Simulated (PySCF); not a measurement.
Compounds:

A. SMILES C=C/C=C\B(C)C
B. SMILES CC#CCB(C)C
C. SMILES CC(C)(C)[P@](C)(=O)P

Spectrum 1. 1H NMR (300 MHz, computed): δ 7.17 (m, 1H), 6.85 (ddt, J = 14.9, 12.7, 1.1 Hz, 1H), 6.42 (dt, J = 14.9, 1.3 Hz, 1H), 5.67 (ddt, J = 11.2, 2.1, 1.2 Hz, 1H), 5.64 (ddd, J = 18.1, 2.1, 1.0 Hz, 1H), 1.00 (s, 6H). 13C{1H} NMR (computed): δ 158.1 (CH), 145.5 (CH), 145.0 (CH), 131.8 (CH2), 17.1 (CH3).

Spectrum 2. 1H NMR (300 MHz, computed): δ 2.83 (m, 2H), 1.31 (m, 3H), 1.06 (m, 9H). 13C{1H} NMR (computed): δ 36.6 (C), 24.9 (CH3), 15.4 (CH3).

Spectrum 3. 1H NMR (300 MHz, computed): δ 2.14 (q of sept, J = 3.7, 1.5 Hz, 2H), 1.85 (t, J = 3.7 Hz, 3H), 0.97 (t, J = 1.5 Hz, 6H). 13C{1H} NMR (computed): δ 83.8 (C), 80.6 (C), 23.2 (CH2), 15.1 (CH3), 4.8 (CH3).

Computed data (PySCF 2.14): J: B3LYP/pcJ-1 (spin–dipole term left out of most H,H and C,H couplings), coordinates at the PBE0-D3(BJ)/def2-SVP level, shieldings: GIAO PBE0/pcSseg-1. Non-relativistic, rapidly exchanging positions averaged, one computed conformer, no solvent model.

Referencing at the same level of theory: TMS for 1H (31.27 ppm), 13C (184.41 ppm). Multiplet labels drop J under 1 Hz and among equivalent protons, and merge close values. Unscaled 3J(H,H) run several per cent high. Splittings of carbon signals by F and P are missing where no couplings were computed. Where no couplings were computed, multiplicities follow the n + 1 count of equivalent neighbours, and m marks all less simple cases (inequivalent or close neighbours, rings, F or P nearby). Carbons bonded to boron are broad in practice. Shifts are as computed. Against solution values, carbons near 30 ppm lie about +2 ppm off and those near 130 ppm about +5 ppm. Of 1309 compounds with measured shifts, 239 miss one by over three times the rms of a fit or turn the order of signals round; such compounds aren't used in these exercises.

Question: Match each spectrum to its structure.

Answer: 1–A, 2–C, 3–B.

- Spectrum 1 (A): 5 13C signals; δC 158.1 is an alkene CH; δC 145.5 is an alkene CH.
- Spectrum 2 (C): 3 13C signals; δC 24.9 is a methyl carbon; δC 36.6 is a fully substituted sp3 carbon bonded to P.
- Spectrum 3 (B): 5 13C signals; δC 83.8 is an alkyne carbon; δC 80.6 is an alkyne carbon.
